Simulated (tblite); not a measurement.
Species: C2H8F2O2Si3.
Cartesian coordinates in Å at the GFN2-xTB level; atoms count from 1:
```
atom  x, y, z in Å
O1     1.060    1.388   -0.863
C2     1.435    0.363   -0.342
Si3    3.212    0.034    0.300
O4     0.609   -0.648   -0.113
Si5   -1.015   -0.591   -0.556
Si6   -1.653    1.624   -0.735
C7    -1.766   -1.566    0.942
F8    -3.024   -1.988    0.632
F9    -1.906   -0.749    2.027
H10    3.434   -1.407    0.216
H11    3.235    0.493    1.688
H12    4.133    0.805   -0.529
H13   -1.028   -1.584   -1.637
H14   -1.305    2.139   -2.056
H15   -1.096    2.450    0.338
H16   -3.119    1.700   -0.605
H17   -1.211   -2.451    1.284
```

Calculated harmonic vibrations of the isolated species, GFN2-xTB (tblite), most abundant isotopes, no scaling. Against measured fundamentals such values can be off by several per cent, at times by over 20. Modes of hydrogen on silicon can be 10 to 20 % off. One conformer, not necessarily the lowest. The optimisation stopped once no atom felt more than 0.01 eV/Å.

Lowest wavenumbers of the output (negative numbers stand for imaginary wavenumbers):
```
mode    cm-1
  1     -20.8
  2      24.4
  3      32.0
  4      56.9
  5      71.8
  6      81.6
  7     142.5
  8     163.3
  9     207.3
 10     230.7
 11     281.6
 12     325.5
 13     397.5
 14     424.0
 15     445.6
```

**Question.** Is this structure a minimum?

**Answer.** Not by this Hessian. 1 mode is imaginary beyond 20i (21i cm⁻¹), so at this level the point lies at or near a first-order saddle. The curvature is small, so loose convergence or finite differences may be the whole cause.

**Question.** Which atoms move in the imaginary mode?

**Answer.** 21i: H11 (Si–H hydrogen) 37 %, H12 (Si–H hydrogen) 30 %, H10 (Si–H hydrogen) 27 %. These are shares of the mass-weighted motion.

**Question.** What is the remedy?

**Answer.** Step along that mode in both directions, optimise again with tighter thresholds and repeat the frequencies. The zero-point energy of this point (57.0 kcal/mol) counts the 44 real modes alone, and thermal corrections from it aren't those of a minimum.
